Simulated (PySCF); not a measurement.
Excited states between 380 and 750 nm. Vertical TDDFT excitations of isolated species (PySCF; the level stands beside each; core orbitals frozen in the response), one conformer each, no solvent. Relativistic effects are left out although some hold elements past zinc.

1. `N#C[SiH2][SiH2]CCl`
2. `OC[C@@H]1COC1=S`
3. `[SiH2](O)C(CO[SiH3])=O`
4. `O=CC1=NN=NC=C1`
5. `N#Cc1cc(Cl)nnn1`
6. `C=CCOS(C)(=O)=O`
7. `C[C@H]1CCS(=O)(=O)O1`
8. `C[CH2][Ti]([Cl])([Cl])[Cl]`
9. `CC(F)=[Se]`

**Question.** For which of them does the calculation put a singlet between 380 and 750 nm?

**Answer.** 4, 8 and 9.

1. (B3LYP/def2-SVPD on a GFN2-xTB geometry) 201 nm (f 0.009); 193 nm (f 0.003); 188 nm (f 0.003); 186 nm (f 0.001); 182 nm (f 0.014).
2. (B3LYP/def2-SVPD on a GFN2-xTB geometry) 367 nm (f 0.000); 228 nm (f 0.153); 215 nm (f 0.012); 214 nm (f 0.050); 198 nm (f 0.085). No computed singlet lies in the visible range (380 to 750 nm); the lowest, at 367 nm, stands 0.12 eV above its violet end (3.26 eV); a Tamm–Dancoff triplet lies at 411 nm, without intensity as long as spin–orbit coupling is left out.
3. (B3LYP/def2-SVPD on a GFN2-xTB geometry) 346 nm (f 0.001); 249 nm (f 0.010); 228 nm (f 0.002); 214 nm (f 0.000); 200 nm (f 0.008). No computed singlet lies in the visible range (380 to 750 nm); the lowest, at 346 nm, stands 0.32 eV above its violet end (3.26 eV); a Tamm–Dancoff triplet lies at 410 nm, without intensity as long as spin–orbit coupling is left out.
4. (CAM-B3LYP/def2-SVPD on a GFN2-xTB geometry) 390 nm (f 0.001); 348 nm (f 0.000); 338 nm (f 0.004); 304 nm (f 0.002); 276 nm (f 0.002). S1 lies in the visible range (380 to 750 nm), at 390 nm, f = 0.0009; light of that wavelength is violet, and its complementary colour is yellow-green; a Tamm–Dancoff triplet lies at 492 nm, without intensity as long as spin–orbit coupling is left out.
5. (wB97X-D/def2-SVPD on a GFN2-xTB geometry) 373 nm (f 0.001); 340 nm (f 0.003); 291 nm (f 0.002); 270 nm (f 0.002); 231 nm (f 0.030). No computed singlet lies in the visible range (380 to 750 nm); the lowest, at 373 nm, stands 0.06 eV above its violet end (3.26 eV); a Tamm–Dancoff triplet lies at 477 nm, without intensity as long as spin–orbit coupling is left out.
6. (CAM-B3LYP/def2-SVPD on a PBE0-D3(BJ)/def2-SVP geometry) 170 nm (f 0.340); 165 nm (f 0.009); 160 nm (f 0.048); 154 nm (f 0.001); 150 nm (f 0.002).
7. (CAM-B3LYP/def2-SVPD on a PBE0-D3(BJ)/def2-SVP geometry) 157 nm (f 0.001); 152 nm (f 0.009); 149 nm (f 0.001); 146 nm (f 0.026); 145 nm (f 0.026).
8. (CAM-B3LYP/def2-SVPD on a PBE0-D3(BJ)/def2-SVP geometry) 405 nm (f 0.000); 400 nm (f 0.000); 320 nm (f 0.002); 319 nm (f 0.001); 254 nm (f 0.004). 2 computed singlets (S1 to S2) lie in the visible range (380 to 750 nm), S1 for one at 405 nm, dark in the vertical dipole picture (f under 0.0005); light of that wavelength is violet, and its complementary colour is yellow-green; a Tamm–Dancoff triplet lies at 465 nm, without intensity as long as spin–orbit coupling is left out.
9. (PBE0/def2-SVPD on a PBE0-D3(BJ)/def2-SVP geometry) 464 nm (f 0.000); 235 nm (f 0.209); 205 nm (f 0.079); 201 nm (f 0.002); 197 nm (f 0.007). S1 lies in the visible range (380 to 750 nm), at 464 nm, dark in the vertical dipole picture (f under 0.0005); light of that wavelength is blue, and its complementary colour is yellow; a Tamm–Dancoff triplet lies at 550 nm, without intensity as long as spin–orbit coupling is left out.
